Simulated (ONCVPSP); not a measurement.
## Debugging a pseudopotential input (O (Z = 8), ONCVPSP 4.0.1)

Command:

```bash
oncvpsp.x < O.dat > O.out
```

Input:

```
# ATOM AND REFERENCE CONFIGURATION
# atsym  z   nc   nv     iexc    psfile
  O 8.00    1    2  -001012      upf
#
#   n    l    f
    1    0    2.00
    2    0    1.00
    2    1    5.00
#
# PSEUDOPOTENTIAL AND OPTIMIZATION
# lmax
    1
#
#   l,   rc,      ep,       ncon, nbas, qcut
    0    0.90    0.00    4    9    8.40
    1    1.95    0.00    3    7    7.80
#
# LOCAL POTENTIAL
# lloc, lpopt,  rc(5),   dvloc0
    4    5    0.75    4.00
#
# VANDERBILT-KLEINMAN-BYLANDER PROJECTORs
# l, nproj, debl
    0    2    3.80
    1    2    3.20
#
# MODEL CORE CHARGE
# icmod, fcfact, rcfact
    3    4.00    4.00
#
# LOG DERIVATIVE ANALYSIS
# epsh1, epsh2, depsh
   -2.00    5.00    0.02
#
# OUTPUT GRID
# rlmax, drl
    6.00    0.01
#
# TEST CONFIGURATIONS
# ncnf
    4
# nvcnf
#   n    l    f
    2
    2    0    2.00
    2    1    4.00
#
    2
    2    0    2.00
    2    1    3.00
#
    2
    2    0    2.00
    2    1    2.00
#
    2
    2    0    2.00
    2    1    0.00
#
```

This is an input that runs to its end, with one change: model core set to icmod 3, fcfact 4.00, rcfact 4.00.

Q: How does the run end?

A: The program runs through. Ghost flags: none; the largest excitation error among the 4 tests with output is 3510 meV, against 7290 meV for the unchanged input.

```

    Total energies and differences
      AE_ref= -7.39903138D+01  AE_tst= -7.45263262D+01  dif= -5.36D-01
      PS_ref= -1.53262471D+01  PS_tst= -1.58623407D+01  dif= -5.36D-01
      PSP excitation error=  8.12D-05

Test configuration 2

   n   l     f        eae           eps        diff
   1   0  2.0000  -19.46682094
   2   0  2.0000   -1.44792827   -1.44748095    4.47D-04
   2   1  3.0000   -0.90366975   -0.89537344    8.30D-03

    Total energies and differences
      AE_ref= -7.39903138D+01  AE_tst= -7.39168521D+01  dif=  7.35D-02
      PS_ref= -1.53262471D+01  PS_tst= -1.52585591D+01  dif=  6.77D-02
      PSP excitation error=  5.77D-03

Test configuration 3

   n   l     f        eae           eps        diff
   1   0  2.0000  -20.35414580
   2   0  2.0000   -2.13229951   -2.13469705   -2.40D-03
   2   1  2.0000   -1.59331328   -1.57135537    2.20D-02

    Total energies and differences
      AE_ref= -7.39903138D+01  AE_tst= -7.26779270D+01  dif=  1.31D+00
      PS_ref= -1.53262471D+01  PS_tst= -1.40335970D+01  dif=  1.29D+00
      PSP excitation error=  1.97D-02

Test configuration 4

   n   l     f        eae           eps        diff
   1   0  2.0000  -22.65473496
   2   0  2.0000   -3.75807258   -3.75269990    5.37D-03

    Total energies and differences
      AE_ref= -7.39903138D+01  AE_tst= -6.78661575D+01  dif=  6.12D+00
      PS_ref= -1.53262471D+01  PS_tst= -9.33112685D+00  dif=  6.00D+00
      PSP excitation error=  1.29D-01
```
